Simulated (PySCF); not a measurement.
Problem. Write Cartesian coordinates for [TcO4]2- (`[O]=[Tc-2](=[O])(=[O])=[O]`) [radical] as optimised with PBE0-D3(BJ)/def2-SVP. (Charge -2 and doublet state.)

Solution. 
```xyz
5
TcO4 angstrom
Tc     0.000   -0.001    0.000
O      0.085   -0.133    1.754
O      1.671    0.137   -0.541
O     -0.828    1.396   -0.682
O     -0.929   -1.399   -0.532
```

Any rigid rotation of these coordinates is as good. Atoms count from 1 in this order. Tc1 (technetium bonded to 4 O) is distorted tetrahedral (angles from 105.4° to 118.0°). All 4 O–Tc bonds measure 1.761 Å.

Bonds between heavy atoms (Å): Tc1–O2 1.761, Tc1–O3 1.761, Tc1–O4 1.761, Tc1–O5 1.761.

Level of theory: PBE0-D3(BJ)/def2-SVP geometry optimisation, gas phase, def2 core potentials past Kr in PySCF 2.14.0.

Point group: near Td, missed by 0.23 Å at most; the miss may be what the optimiser left on a soft mode (D2d holds within 0.08 Å). No frequency check. ⟨S²⟩ = 0.756 (exact for a doublet: 0.75). Whether so highly charged an anion holds all its electrons in the gas phase wasn't checked; a finite basis holds them in any case. The ion is multiply charged and computed without counter-ions or solvent. The geometry's basis has no diffuse functions, a weakness for an anion.

Caution for open-shell metal species: one SCF solution and one stationary point were followed, and a lower state or a bent or distorted shape isn't ruled out.
